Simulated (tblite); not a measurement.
Species: C5H8BFO2.
Z-matrix (Å and degrees, GFN2-xTB geometry), rows numbered from 1:
```
F 
C   1  1.3627
C   2  1.4832  1  118.60
C   2  1.5058  1  118.98  3   -70.71
B   4  1.5663  2  120.52  3  -108.57
O   5  1.3630  4  124.20  2    56.37
C   6  1.4117  5  109.01  4  -179.58
C   7  1.5482  6  104.79  5    -1.14
O   5  1.3660  4  123.23  2  -124.73
H   2  1.0838  1  109.33  3   145.49
H   3  1.0785  2  116.66  4   106.23
H   3  1.0789  2  118.68  4  -109.10
H   4  1.0830  2  113.99  3   107.44
H   7  1.0943  6  108.82  5  -121.63
H   7  1.0940  6  108.85  5   119.31
H   8  1.0943  7  112.50  6  -117.51
H   8  1.0940  7  112.44  6   118.56
```

Computed with GFN2-xTB (tblite): harmonic, unscaled wavenumbers at the GFN2-xTB geometry, gas phase. Errors from tens to a few hundred cm⁻¹ against measured bands are possible. One conformer, not necessarily the lowest.

Harmonic wavenumbers (cm⁻¹): 39.7, 81.7, 127.0, 151.7, 210.0, 322.7, 407.7, 425.3, 548.8, 644.4, 719.3, 812.2, 829.7, 848.4, 867.5, 958.7, 973.9, 1004.9, 1022.7, 1046.3, 1062.6, 1066.5, 1084.5, 1106.2, 1137.0, 1142.9, 1174.3, 1185.7, 1218.2, 1230.3, 1290.4, 1300.8, 1321.9, 1374.6, 1448.1, 1463.7, 1483.1, 2919.2, 2933.6, 2944.3, 2948.6, 3031.4, 3058.6, 3092.1, 3122.7.

A = 3498, B = 1031, C = 967.3 MHz; mass 130.060 u (most abundant isotopes); point group C1, symmetry number 1.

**Question.** Zero-point energy?

**Answer.** Half the sum of the wavenumbers: 28592 cm⁻¹ = 342.03 kJ/mol.

**Question.** Entropy at 400 K, 1 bar (ideal gas, RRHO, classical rotation)?

**Answer.** Translation 175.68, rotation 124.63, vibration 132.30: S = 432.6 J/(mol K).

**Question.** And Cp and H(400 K) − H(0)?

**Answer.** Cp = 177.99 J/(mol K), of which vibrations give 144.73 (their classical limit is 45 R = 374.2); H(400 K) − H(0) = 40.74 kJ/mol without the zero-point energy, 27.44 from vibrations.

**Question.** Blend soft modes into free rotors: weight 1/[1 + (100 cm⁻¹/ν̃)⁴] for the oscillator and the rest for a rotor with moment μB/(μ + B), μ = h/(8π²ν), B = 10⁻⁴⁴ kg m². What vibrational entropy results?

**Answer.** 120.77 J/(mol K) in place of 132.30, which changes −T·S at 400 K by +4.61 kJ/mol.

**Question.** Which modes carry the vibrational entropy at 400 K?

**Answer.** 39.7 cm⁻¹: 24.50; 81.7 cm⁻¹: 18.53; 127.0 cm⁻¹: 14.90; 151.7 cm⁻¹: 13.45; 210.0 cm⁻¹: 10.84; 322.7 cm⁻¹: 7.53 J/(mol K); the other 39 give 42.55 together.

**Question.** What must be added to the electronic energy to get the Gibbs energy at 400 K and 1 bar?

**Answer.** ZPE + [H(400 K) − H(0)] − T·S = 342.03 + 40.74 − 173.05 = 209.72 kJ/mol.

**Question.** How do the functions run with temperature in this model?

**Answer.** 
```json
{"T (K)": "100", "S (J/(mol K))": "284.9", "Cp (J/(mol K))": "68.5", "H − H(0) (kJ/mol)": "5.10", "G − H(0) (kJ/mol)": "-23.39", "ln q(vib)": "1.56"}
{"T (K)": "200", "S (J/(mol K))": "340.9", "Cp (J/(mol K))": "97.5", "H − H(0) (kJ/mol)": "13.34", "G − H(0) (kJ/mol)": "-54.84", "ln q(vib)": "3.63"}
{"T (K)": "300", "S (J/(mol K))": "387.6", "Cp (J/(mol K))": "136.6", "H − H(0) (kJ/mol)": "24.98", "G − H(0) (kJ/mol)": "-91.29", "ln q(vib)": "5.63"}
{"T (K)": "500", "S (J/(mol K))": "476.3", "Cp (J/(mol K))": "213.6", "H − H(0) (kJ/mol)": "60.38", "G − H(0) (kJ/mol)": "-177.77", "ln q(vib)": "9.75"}
{"T (K)": "800", "S (J/(mol K))": "593.7", "Cp (J/(mol K))": "284.1", "H − H(0) (kJ/mol)": "136.16", "G − H(0) (kJ/mol)": "-338.82", "ln q(vib)": "16.05"}
{"T (K)": "1000", "S (J/(mol K))": "660.4", "Cp (J/(mol K))": "312.7", "H − H(0) (kJ/mol)": "196.01", "G − H(0) (kJ/mol)": "-464.37", "ln q(vib)": "20.07"}
```

q(vib) and H(0) count from the zero-point level.

Hindered rotation and anharmonicity are outside this model. Other conformers, if any are populated, would add a mixing term that is left out. The structure is chiral; the term R ln 2 for an equal mix with its mirror image is left out.
